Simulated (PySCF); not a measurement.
C6H11ClOSi.
SMILES with atom numbers: `[CH2:1]=[CH:2][CH2:3][C@@H:4]1[CH2:5][CH2:6][O:7][Si@@H:8]1[Cl:9]` (hydrogens: H10, H11 on C1; H12 on C2; H13, H14 on C3; H15 on C4; H16, H17 on C5; H18, H19 on C6; H20 on Si8)

Computed with PySCF, PBE0-D3(BJ)/def2-SVP geometry optimisation, gas phase.

Give the optimised bond lengths and angles.

```
   bond  length (Å)
  C1=C2       1.333
  C2–C3       1.496
  C3–C4       1.528
  C4–C5       1.538
  C5–C6       1.529
  C6–O7       1.421
 O7–Si8       1.667
Si8–Cl9       2.075
 C4–Si8       1.883
 C1–H10       1.093
 C1–H11       1.095
 C2–H12       1.099
 C3–H13       1.105
 C3–H14       1.103
 C4–H15       1.107
 C5–H16       1.104
 C5–H17       1.103
 C6–H18       1.106
 C6–H19       1.101
Si8–H20       1.482
```

A selection of angles:
```
      angle  degrees
  C2–C1–H10    121.6
  C2–C1–H11    121.3
 H10–C1–H11    117.1
   C1–C2–C3    125.4
  C1–C2–H12    118.9
  C3–C2–H12    115.7
   C2–C3–C4    113.0
  C2–C3–H13    108.8
  C2–C3–H14    110.0
  C4–C3–H13    108.1
  C4–C3–H14    109.9
 H13–C3–H14    106.8
   C3–C4–C5    114.5
  C3–C4–Si8    118.6
  C3–C4–H15    109.2
  C5–C4–Si8     98.6
  C5–C4–H15    109.3
 Si8–C4–H15    105.9
   C4–C5–C6    108.4
  C4–C5–H16    108.7
  C4–C5–H17    112.3
  C6–C5–H16    109.3
  C6–C5–H17    111.2
 H16–C5–H17    107.0
   C5–C6–O7    109.3
  C5–C6–H18    110.6
  C5–C6–H19    111.6
  O7–C6–H18    108.8
  O7–C6–H19    108.9
 H18–C6–H19    107.5
  C6–O7–Si8    112.3
 O7–Si8–Cl9    111.8
 O7–Si8–H20    110.9
Cl9–Si8–H20    106.6
  C4–Si8–O7     96.5
 C4–Si8–Cl9    110.0
 C4–Si8–H20    120.8
```

Torsions: C1–C2–C3–C4 114° (anticlinal); C2–C3–C4–C5 176° (antiperiplanar); C3–C4–C5–C6 -165° (antiperiplanar); C4–C5–C6–O7 39° (synclinal); C5–C6–O7–Si8 -18° (synperiplanar); C6–O7–Si8–Cl9 110° (anticlinal); C3–C4–Si8–O7 149° (anticlinal).

Si8 (chlorine-bound silicon) has angles from 96.5° to 120.8°. The 5 C–C bonds span 1.333 Å (C1=C2, drawn double) to 1.538 Å (C4–C5, drawn single), a spread of 0.205 Å. Of the pairs four or more bonds apart, Si8···H12 is among the closest relative to their van der Waals radii: 3.10 Å, 94 % of the sum of Bondi's values. The 5-membered ring C4–C5–C6–O7–Si8 has internal angles of 96.5° to 112.3°; it is puckered, 0.17 Å rms from its mean plane, widest ring torsion 39°.

Point group: C1 (no symmetry element, even within 0.4 Å). Not checked by PBE0-D3(BJ)/def2-SVP frequencies. One conformer, not necessarily the lowest.

Time: 5.2 min of wall time; peak memory 0.86 GiB. Hardware: Arm Neoverse N1, one thread, shared host with 64 logical CPUs at a one-minute load of 59. That covers the optimisation of the geometry.
